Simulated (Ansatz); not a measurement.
Consider the redistribution: `C[SiH](Cl)[SnH3]` + `C[SiH2][SiH2]O` → `C[SiH](Cl)[SiH2]O` + `C[SiH2][SnH3]`.

Calculated with Ansatz (gas phase, PBE0-D4/def2-TZVP geometries, no zero-point term in ΔE). CCSD(T)/CBS is the MP2 limit (def2-TZVPP, def2-QZVPP) plus CCSD(T) − MP2 in def2-TZVPP, frozen cores. Functionals use def2-TZVPP. B3LYP here is the variant with VWN-RPA as its local correlation; programs differ in this. def2 core potentials past Kr. For Sn outer-core shells are correlated without core-valence functions, which leaves a few kJ/mol of doubt a bond. Each species was taken in one conformer, which may not be the lowest.

| level | ΔE (kJ/mol) |
| --- | --- |
| B3LYP-D4 | -6.2 |
| ωB97M-V | -6.4 |
| B2PLYP | -5.2 |
| PBE0 | -5.2 |
| CCSD/def2-TZVPP | -5.2 |
| CCSD(T)/def2-TZVPP | -5.4 |
| MP2/CBS(def2) | -5.9 |
| CCSD/CBS(def2) | -5.5 |

(1) What does CCSD(T)/CBS give? (Best estimate.)

Largest T1 diagnostic among the species: 0.012.

Results:

(1) Computed: -5.6 kJ/mol. The listed levels differ from it by -0.6, -0.8, 0.4, 0.4, 0.4, 0.2, -0.3, 0.1 kJ/mol.
